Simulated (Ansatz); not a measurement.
Coupled-cluster diagnostics for the cluster NaPt₃⁺, Ansatz.

Geometry of the singlet (PBE0-D4/def2-SVP):

```xyz
4

Na   -1.420   -0.676    1.042
Pt   -0.727   -0.254   -1.957
Pt    1.187   -0.134   -0.560
Pt    0.960    1.064    1.475
```

In the def2 sets Pt takes a core potential; there is no spin–orbit coupling. Correlated methods freeze 1 core orbital; core or outer-core shells of Na, Pt are correlated, in sets that lack core-valence functions. No other spin state of charge 1 was run. Another isomer (singlet) lies 2.02 eV lower at PBE0-D4/def2-TZVP; other spin states weren't run for this one.

Estimate the CCSD(T) correlation energy, the shares of MP2 and (T), T1 and the reference's ⟨S²⟩ for: charge 1, singlet, own geometry in def2-TZVP; and the rough time on 4 threads of AMD EPYC 7B13 on a shared host.


| state | basis | correlation (eV) | MP2 share (%) | (T) share (%) | T1 | ⟨S²⟩ (pure) | wall time | remarks |
| --- | --- | --- | --- | --- | --- | --- | --- | --- |
| charge 1, singlet, own geometry | def2-TZVP | -40.326 | 103.5 | 4.9 | 0.084 | 0.00 (0.00) | 6 min | large T1 (0.084), restricted SCF unstable |
Customary marks for T1 are 0.02 (closed shells), 0.045 (open shells) and about 0.05 (3d metals). T1 exceeds 0.02 in 1 of 1 rows and 0.045 in 1; the higher it lies, the less the single-reference result can be trusted.
